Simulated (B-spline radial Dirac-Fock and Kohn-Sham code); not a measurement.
X-ray form factors of erbium in several charge states

Level of theory: relativistic Hartree-Fock (Dirac-Fock) wave functions, averaged over the configuration; an atomic code on a B-spline grid.

Configurations: Er²³⁺ [Kr] 4d9; Er²⁴⁺ [Kr] 4d8; Er²⁶⁺ [Kr] 4d6; Er²⁸⁺ [Kr] 4d4. The first column is f₀ of Er²³⁺, the others are differences from it.

| s (Å⁻¹) | Er²³⁺ | Δ Er²⁴⁺ | Δ Er²⁶⁺ | Δ Er²⁸⁺ |
| --- | --- | --- | --- | --- |
| 0 | 45.000 | -1.000 | -3.000 | -5.000 |
| 0.1 | 44.563 | -0.972 | -2.919 | -4.870 |
| 0.2 | 43.295 | -0.892 | -2.687 | -4.496 |
| 0.3 | 41.314 | -0.771 | -2.336 | -3.928 |
| 0.4 | 38.797 | -0.625 | -1.909 | -3.233 |
| 0.5 | 35.949 | -0.471 | -1.455 | -2.491 |
| 0.7 | 30.058 | -0.198 | -0.639 | -1.138 |
| 0.9 | 24.895 | -0.027 | -0.111 | -0.238 |
| 1.1 | 20.989 | +0.040 | +0.108 | +0.157 |
| 1.4 | 17.208 | +0.027 | +0.087 | +0.151 |

Values without a named source are computed, but for edge energies of neutral atoms, which are taken from tables.
